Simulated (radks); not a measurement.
Species: F II. Configuration: [He] 2s2 2p4. All-electron calculation, scalar-relativistic Kohn-Sham, BLYP, spin-polarised, spherical densities, point nucleus; open shells are filled with parallel spins first. Program: a radial shooting solver on a logarithmic mesh with Libxc functionals.

Unscreened Slater integrals over Kohn-Sham orbitals (hartree). They are taken over the spin-up orbitals.

| integral | value |
|---|---|
| F0(2p,2p) | 0.95835 |
| F2(2p,2p) | 0.43218 |
| F0(2p,2s) | 0.95167 |
| G1(2p,2s) | 0.57575 |
| F0(2p,1s) | 1.3755 |
| G1(2p,1s) | 0.15834 |
| F0(2s,2s) | 0.95295 |
| F0(2s,1s) | 1.3541 |
| G0(2s,1s) | 0.10236 |
| F0(1s,1s) | 5.3404 |

Derived for the open shells (J is the average intra-shell exchange parameter used in DFT+U). 2p: J = F2/5 = 0.08644 hartree; in LS coupling 1D lies 6 F2/25 = 0.1037 hartree above 3P.
